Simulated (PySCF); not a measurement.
# Worked example: oscillator strength and radiative lifetime

1-chloro-1-fluorobuta-1,2-diene (C₄H₄ClF), SMILES CC=C=C(F)Cl.

Geometry: B3LYP-D3(BJ)/def2-SVP.

TDA-PBE0/def2-SVPD (PySCF) puts the first singlet state with f over 0.02 at 6.99 eV (vertical), with the transition dipole (-0.970, -0.095, -0.261) in atomic units.

Task: Find the oscillator strength, the wavelength and the radiative lifetime that this transition would have in vacuum if emission retraced absorption.

Result: 
|μ|² = 1.0180 au, so |μ| = 2.56 D. ΔE = 6.99/27.211 = 0.2569 hartree. f = (2/3) ΔE |μ|² = 0.174 (the program prints 0.174).
λ = 1239.84/6.99 = 177 nm; ν = 56378 cm⁻¹.
Einstein's coefficient A = 0.6670 ν² f s⁻¹ (ν in cm⁻¹) = 3.7e8 s⁻¹, so τ = 1/A = 2.7 ns. This state is S5; the lower singlets have f = 0.000, 0.000, 0.001, 0.006. The figure is the radiative limit of this one transition; relaxation, internal conversion, crossing to triplets and a medium change what is measured.
